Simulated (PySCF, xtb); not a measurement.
C3H6OSi, SMILES [SiH3][C@@H]1C=CO1.

The structure is a stationary point at B3LYP-D3(BJ)/def2-SVP. The structure was generated by enumeration; whether it is a known compound was not checked.

Computed with C-PCM-B3LYP/def2-SVP (PySCF).

The values are the electrostatic part of the solvation free energy, E(continuum) − E(gas) at the gas-phase geometry, in a cavity of scaled van der Waals radii (PySCF's table); cavitation and dispersion terms are not included. In vacuum the orbital gap is 6.65 eV. The dipole moment in vacuum is 1.18 D.

```json
[
 {"solvent": "water", "ε": "78.36", "ΔG(elec) (kcal/mol)": "-2.8", "dipole (D)": "1.57", "gap (eV)": "6.71"},
 {"solvent": "methanol", "ε": "32.61", "ΔG(elec) (kcal/mol)": "-2.8", "dipole (D)": "1.56", "gap (eV)": "6.71"},
 {"solvent": "cyclohexanone", "ε": "15.62", "ΔG(elec) (kcal/mol)": "-2.7", "dipole (D)": "1.54", "gap (eV)": "6.71"}
]
```

For comparison, GFN2-xTB/ALPB(water) (xtb, at the GFN2-xTB geometry, all terms of that model) gives -0.4 kcal/mol.
